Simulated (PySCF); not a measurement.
CH8OSi2, SMILES C[SiH2]O[SiH3]. Geometry optimised at PBE0-D3(BJ)/def2-SVP. One conformer was computed; it need not be the lowest.

Question: Give the equilibrium geometry at PBE0-D3(BJ)/def2-SVP (PySCF confirms it by a frequency run) as bond lengths and angles. (Estimate from the structure and the level; the computed values follow.)

Answer: One answer among several that fit: 
Atoms: Si1 O2 Si3 C4 H5 H6 H7 H8 H9 H10 H11 H12. Bonded distances (Å): Si1–O2 1.654, Si1–H5 1.495, Si1–H6 1.495, Si1–H7 1.490, O2–Si3 1.663, Si3–C4 1.863, Si3–H8 1.497, Si3–H9 1.497, C4–H10 1.101, C4–H11 1.101, C4–H12 1.101. Angles (°): O2–Si1–H5 110.6, O2–Si1–H6 110.6, O2–Si1–H7 108.5, H5–Si1–H6 108.7, H5–Si1–H7 109.3, H6–Si1–H7 109.3, Si1–O2–Si3 145.8, O2–Si3–C4 108.8, O2–Si3–H8 109.2, O2–Si3–H9 109.2, C4–Si3–H8 110.7, C4–Si3–H9 110.7, H8–Si3–H9 108.3, Si3–C4–H10 110.5, Si3–C4–H11 110.7, Si3–C4–H12 110.7, H10–C4–H11 108.3, H10–C4–H12 108.3, H11–C4–H12 108.2.
Charge 0, spin multiplicity 1.
